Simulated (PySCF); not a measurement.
H2Si, triplet, geometry from GFN2-xTB; CCSD(T)/def2-SVPD (PySCF).

Input for PySCF:
```python
from pyscf import gto, scf, cc

mol = gto.M(
    atom='''
Si   -0.001662    0.085384    0.004957
H    -1.257618   -0.625119    0.012335
H     1.280882   -0.570254   -0.081733
''',
    basis='def2-svpd',
    charge=0,
    spin=2,
    verbose=4,
)

mf = scf.UHF(mol)
mf.kernel()

mycc = cc.CCSD(mf, frozen=5)
mycc.kernel()
et = mycc.ccsd_t()
print('E(CCSD(T)) = %.10f' % (mycc.e_tot + et))
```

What the program printed (banner, timings and long lists left out):

```
PySCF version 2.14.0

[INPUT] verbose = 4
[INPUT] num. atoms = 3
[INPUT] num. electrons = 16
[INPUT] charge = 0
[INPUT] spin (= nelec alpha-beta = 2S) = 2
[INPUT] symmetry False subgroup None
[INPUT] Mole.unit = angstrom
[INPUT] Symbol           X                Y                Z      unit          X                Y                Z       unit  Magmom
[INPUT]  1 Si    -0.001662000000   0.085384000000   0.004957000000 AA   -0.003140724819   0.161352375420   0.009367372399 Bohr   0.0
[INPUT]  2 H     -1.257618000000  -0.625119000000   0.012335000000 AA   -2.376553589323  -1.181303705262   0.023309771747 Bohr   0.0
[INPUT]  3 H      1.280882000000  -0.570254000000  -0.081733000000 AA    2.420516177885  -1.077623881438  -0.154452985339 Bohr   0.0

nuclear repulsion = 10.4763206419458
number of shells = 18
number of NR pGTOs = 62
number of NR cGTOs = 40
basis = def2-svpd
ecp = {}

******** <class 'pyscf.scf.uhf.UHF'> ********
method = UHF
initial guess = minao
damping factor = 0
level_shift factor = 0
DIIS = <class 'pyscf.scf.diis.CDIIS'>
diis_start_cycle = 1
diis_space = 8
diis_damp = 0
SCF conv_tol = 1e-09
SCF conv_tol_grad = None
SCF max_cycles = 50
direct_scf = True
direct_scf_tol = 1e-13
number electrons alpha = 9  beta = 7
Set gradient conv threshold to 3.16228e-05
init E= -289.643620250242

cycle= 1 E= -289.891358811903  delta_E= -0.248  |g|= 0.13  |ddm|= 1.08
cycle= 2 E= -289.914375741151  delta_E= -0.023  |g|= 0.0464  |ddm|= 0.398
cycle= 3 E= -289.918522344439  delta_E= -0.00415  |g|= 0.0174  |ddm|= 0.181
cycle= 4 E= -289.919263366116  delta_E= -0.000741  |g|= 0.00637  |ddm|= 0.0656
cycle= 5 E= -289.919372506389  delta_E= -0.000109  |g|= 0.00242  |ddm|= 0.021
cycle= 6 E= -289.919389175283  delta_E= -1.67e-05  |g|= 0.000632  |ddm|= 0.0101
cycle= 7 E= -289.919390308134  delta_E= -1.13e-06  |g|= 0.000186  |ddm|= 0.00297
cycle= 8 E= -289.919390418368  delta_E= -1.1e-07  |g|= 8.35e-05  |ddm|= 0.00099
cycle= 9 E= -289.919390441934  delta_E= -2.36e-08  |g|= 1.5e-05  |ddm|= 0.000596
cycle= 10 E= -289.919390442397  delta_E= -4.63e-10  |g|= 3.61e-06  |ddm|= 5.11e-05
Extra cycle  E= -289.91939044242  delta_E= -2.3e-11  |g|= 1.88e-06  |ddm|= 7.91e-06
converged SCF energy = -289.91939044242  <S^2> = 2.0067543  2S+1 = 3.0044995

******** <class 'pyscf.cc.uccsd.UCCSD'> ********
CC2 = 0
CCSD nocc = (np.int64(4), np.int64(2)), nmo = (35, 35)
frozen orbitals 5
max_cycle = 50
direct = 0
conv_tol = 1e-07
conv_tol_normt = 1e-06
diis_space = 6
diis_start_cycle = 0
diis_start_energy_diff = 1e+09
Init t2, MP2 energy = -0.0754189110843515
Init E_corr(UCCSD) = -0.0754189110885671
cycle = 1  E_corr(UCCSD) = -0.0911438807401659  dE = -0.0157249697  norm(t1,t2) = 0.0511049
cycle = 2  E_corr(UCCSD) = -0.0952355911456464  dE = -0.00409171041  norm(t1,t2) = 0.0207779
cycle = 3  E_corr(UCCSD) = -0.0976731560950356  dE = -0.00243756495  norm(t1,t2) = 0.0107197
cycle = 4  E_corr(UCCSD) = -0.09754017262438  dE = 0.000132983471  norm(t1,t2) = 0.00288271
cycle = 5  E_corr(UCCSD) = -0.0975594554739607  dE = -1.92828496e-05  norm(t1,t2) = 0.00072763
cycle = 6  E_corr(UCCSD) = -0.0975629123615745  dE = -3.45688761e-06  norm(t1,t2) = 0.000202531
cycle = 7  E_corr(UCCSD) = -0.0975626600124424  dE = 2.52349132e-07  norm(t1,t2) = 6.94867e-05
cycle = 8  E_corr(UCCSD) = -0.0975634225894663  dE = -7.62577024e-07  norm(t1,t2) = 1.91293e-05
cycle = 9  E_corr(UCCSD) = -0.0975635804501473  dE = -1.57860681e-07  norm(t1,t2) = 7.91691e-06
cycle = 10  E_corr(UCCSD) = -0.0975634315117406  dE = 1.48938407e-07  norm(t1,t2) = 3.04934e-06
cycle = 11  E_corr(UCCSD) = -0.0975633640623027  dE = 6.74494379e-08  norm(t1,t2) = 1.00346e-06
cycle = 12  E_corr(UCCSD) = -0.0975633658587477  dE = -1.79644497e-09  norm(t1,t2) = 3.04018e-07
UCCSD converged
E(UCCSD) = -290.0169538082787  E_corr = -0.09756336585874766
UCCSD(T) correction = -0.0021348910253853
E(CCSD(T)) = -290.0190886993
```
